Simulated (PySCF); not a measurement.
N⁵⁺: ionisation energy

N⁵⁺ 1s2 (1S) → N⁶⁺ 1s1 (2S), as a difference of total energies. All numbers are calculated (PySCF 2.14, scalar relativity by spin-free X2C-1e, in an even-tempered Gaussian basis (17 s from 1.7 bohr⁻², ratio 2.2; 7 p from 2.7 bohr⁻², ratio 2.4; 4 d from 8.1 bohr⁻², ratio 2.4; 3 f from 12 bohr⁻², ratio 2.4; 3 g from 18 bohr⁻², ratio 2.4)). Correlated levels: nothing frozen; virtual orbitals above 40 to 60 times the deepest correlated orbital energy dropped. The calculations carry no spin-orbit coupling.

```
                 method  ionisation energy (eV)
                    UHF                  550.93
    MP2 (all electrons)                  552.10
SCS-MP2 (all electrons)                  552.34
   CCSD (all electrons)                  552.15
```

Question: How much does correlation contribute at MP2 (all electrons)?

Answer: 552.10 − (550.93) = 1.17 eV, measured against UHF.

With two correlated electrons CCSD is exact in that space.

For comparison: 552.07 eV (theoretical estimate listed by NIST; NIST Atomic Spectra Database, ionization energies).
